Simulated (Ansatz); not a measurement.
The cluster HgSe2. Total charge 0; singlet. Geometry r2SCAN-D4/def2-TZVPD, that of the charge -1 doublet.

Cartesian coordinates in Å:
```
Hg -1.134 1.224 1.237
Se -0.131 -1.484 -0.396
Se 1.265 0.260 -0.841
```

In the def2 sets Hg takes a core potential; there is no spin–orbit coupling. A triplet lies near this restricted singlet, and broken spin symmetry wasn't tried. At PBE-D4/def2-TZVPD, r2SCAN-D4/def2-TZVPD an occupied level of the charge 0 singlet lies above an empty one (by up to 0.56 eV), so this SCF solution is probably not the lowest. At PBE0-D4/def2-TZVPD a triplet of charge 0 lies 0.87 eV below the restricted singlet at the same geometry. The structure comes from a short search, and lower isomers may exist.

Q: Estimate the orbital energies around the gap (eV) in Ansatz with PBE-D4/def2-TZVPD, r2SCAN-D4/def2-TZVPD, PBE0-D4/def2-TZVPD.

A: 
```
orbital  PBE-D4/def2-TZVPD  r2SCAN-D4/def2-TZVPD  PBE0-D4/def2-TZVPD
 HOMO−5              -9.50                 -9.86              -11.28
 HOMO−4              -9.16                 -9.55              -10.32
 HOMO−3              -8.27                 -8.60               -9.43
 HOMO−2              -8.09                 -8.43               -9.19
 HOMO−1              -5.84                 -6.03               -6.60
   HOMO              -5.38                 -5.63               -6.53
   LUMO              -5.94                 -6.09               -5.27
 LUMO+1              -2.65                 -2.49               -1.83
 LUMO+2              -0.90                 -0.56               -0.31
 LUMO+3              -0.59                 -0.22               -0.02
 LUMO+4              -0.52                  0.01                0.03
 LUMO+5               0.39                  1.03                0.83
```
